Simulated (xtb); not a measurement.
O$_{2}$Se, triplet, at a GFN2-xTB geometry (a higher spin typed on purpose: for a closed-shell molecule this is an excited state). Base run: GFN2-xTB run with xtb.

Input for xtb:
```
$ xtb mol.xyz --gfn 2 --uhf 2 --json

# file mol.xyz
3

O     -1.39321454     0.52551246     0.02865993
Se     0.01391937    -0.27854277    -0.02333375
O      1.33405721     0.65829433     0.07050850
```

The base run was repeated with changes; each row names its change, and settings that it needs were set with it.

```
change               ΔE vs base (mEh)  dipole (D)  G_solv (kcal/mol)  SCF cycles
-------------------  ----------------  ----------  -----------------  ----------
base                            0.000        2.58                  -          10
gbsa = toluene                 -3.597        2.69              -2.40          10
acc = 0.1                       0.000        2.58                  -          12
etemp = 10000                 -53.656        1.86                  -          10
acc = 0.0001                    0.000        2.58                  -          15
acc = 1000                      0.002        2.58                  -           5
alpb = acetonitrile            -6.293        2.70              -4.11          10
etemp = 3000                   -6.117        2.26                  -          10
```

ALPB and GBSA are two models with their own fitted parameters for each solvent, which aren't always the measured dielectric constant.
